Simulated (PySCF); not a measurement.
Question: Write Cartesian coordinates for `c1ccn(c1)P1CC(C1)F` as optimised with PBE0-D3(BJ)/def2-SVP.

Answer: 
```
atom  x, y, z in Å
F1    -2.2717    1.9820    0.5511
C2    -2.2404    0.6705    0.1426
C3    -1.3661   -0.2065    1.0453
P4    -0.4479   -0.9117   -0.4339
N5     1.1268   -0.1712   -0.2848
C6     2.2959   -0.8629   -0.5308
C7     3.3580   -0.0182   -0.3184
C8     2.8188    1.2418    0.0732
C9     1.4502    1.1183    0.0865
C10   -1.4758    0.4770   -1.1720
H11   -3.2832    0.3166    0.0842
H12   -1.8881   -0.9332    1.6840
H13   -0.7102    0.4113    1.6757
H14    2.2619   -1.9067   -0.8372
H15    4.4098   -0.2740   -0.4314
H16    3.3768    2.1438    0.3194
H17    0.6776    1.8456    0.3298
H18   -2.0726    0.2212   -2.0590
H19   -0.8613    1.3592   -1.4027
```

Any rigid rotation of these coordinates is as good. Atoms count from 1 in this order. The 5-membered ring N5–C6–C7–C8–C9 has internal angles of 107.1° to 108.6°; it is planar, 0.00 Å rms from its mean plane, widest ring torsion 0°. P4 (three-coordinate phosphorus) is pyramidal (angles 102.4°, 102.3° and 76.4°, sum 281.1°, 0.96 Å off the plane of its three neighbours). The 4-membered ring C2–C3–P4–C10 has internal angles of 76.4° to 98.5° (sum 358°, against 360° for a flat polygon); it is puckered, 0.07 Å rms from its mean plane, widest ring torsion 11°. N5 (pyrrole-type nitrogen) is planar (angles 129.1°, 122.4° and 108.5°, sum 360.0°, 0.00 Å off the plane of its three neighbours).

Bonds between heavy atoms (Å): F1–C2 1.374, C2–C3 1.532, C3–P4 1.878, P4–N5 1.747, N5–C6 1.381, C6–C7 1.374, C7–C8 1.425, C8–C9 1.374, P4–C10 1.879, C2–C10 1.533, N5–C9 1.380.

Level of theory: PBE0-D3(BJ)/def2-SVP geometry optimisation, gas phase (PySCF 2.14.0).

No frequency check. One conformer, not necessarily the lowest (C3–P4–N5–C6 140°, F1–C2–C3–P4 -130°, C2–C3–P4–N5 109°, C3–P4–C10–C2 -9°, F1–C2–C10–P4 130°).

Hardware: one thread of an Arm Neoverse V2, on a shared host. Cost: 3.4 min, 0.83 GiB resident at most. That covers the optimisation of the geometry.
